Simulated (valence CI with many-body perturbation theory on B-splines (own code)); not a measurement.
# Which ion has this spectrum?

A relativistic CI+MBPT calculation for an atom or ion with 6 electrons gives these levels (× 10³ cm⁻¹):

| J | Parity | E | g |
| --- | --- | --- | --- |
| 0 | even | 0.00 |  |
| 1 | even | 10025 | 1.47 |
| 2 | even | 10172 | 1.14 |
| 2 | odd | 12355 | 1.50 |
| 1 | odd | 13041 | 1.11 |
| 2 | even | 20378 | 1.29 |
| 0 | even | 20867 |  |
| 2 | odd | 22156 | 1.55 |
| 3 | odd | 22510 | 1.30 |
| 0 | odd | 22994 |  |
| 1 | odd | 23171 | 1.30 |
| 2 | odd | 23247 | 1.05 |
| 1 | odd | 23281 | 1.30 |
| 2 | even | 25713 | 1.31 |

The energies are calculated, and their last digits are not significant.

Question: Which is it?
A. Tm63+
B. Hf66+
C. Ta67+
D. W68+

Answer: B. Hf66+, ground level (2s^2 2p1/2^2) J=0.
